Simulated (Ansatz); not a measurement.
```yaml
crystal:
  periodic: [false, false, false]
  atoms:
    - {symbol: Al, position_ang: [1.349339, 2.059966, 0.353646]}
    - {symbol: Al, position_ang: [-0.930643, 0.447056, -0.025274]}
    - {symbol: Al, position_ang: [0.930204, -0.134536, 1.597464]}
    - {symbol: Al, position_ang: [-0.231057, -1.843879, -1.343461]}
    - {symbol: Al, position_ang: [-0.437514, 2.734439, -1.390348]}
    - {symbol: Al, position_ang: [-0.949234, -1.987969, 1.125270]}
    - {symbol: Al, position_ang: [-0.219758, 0.428562, -2.542347]}
    - {symbol: H, position_ang: [0.488661, -1.703628, 2.225051]}
basis:
  gaussian: {orbitals: def2-TZVP}
hamiltonian: {xc: {name: wB97M-V}}
```

```sh
$ ansatz run in.yaml --threads 4 --pin off --events-out ev --progress --plain --max-ram 4787MiB
```

Shortened log:

```
Functional definition: wB97M-V
1857 factors; their error is unknown
462 factors; integrals over basis functions are off by at most 8.1e-6 eV
mean field evaluation 1: about -46188.9573 eV, gradient 2.1e1 eV
mean field evaluation 2: about -46189.3296 eV, gradient 2.0e1 eV
mean field evaluation 4: about -46190.9719 eV, gradient 2.9e0 eV
mean field evaluation 8: about -46191.0524 eV, gradient 2.9e-1 eV
mean field evaluation 16: about -46191.0963 eV, gradient 5.7e-3 eV
mean field -46191.09628182 eV, -1697.4914789074 hartree, gradient 5.7e-5 eV, S^2 0.000000; 0 other end points of the search recorded, 0 dependent functions left out
reference -46191.09632905 eV, -1697.4914806428 hartree; 46, 46 occupied and 219, 219 virtual orbitals, 1857 factors
Total energy: -46191.09632905 eV, -1697.4914806428 hartree
```

Hardware: 4 threads of Arm Neoverse V1 on a shared host. Wall time 25 s, peak host memory 1.2 GiB.

The restricted singlet is unstable towards broken spin symmetry in Hartree–Fock (as tested in another run); at RKS ωB97M-V/def2-TZVP this wasn't settled.
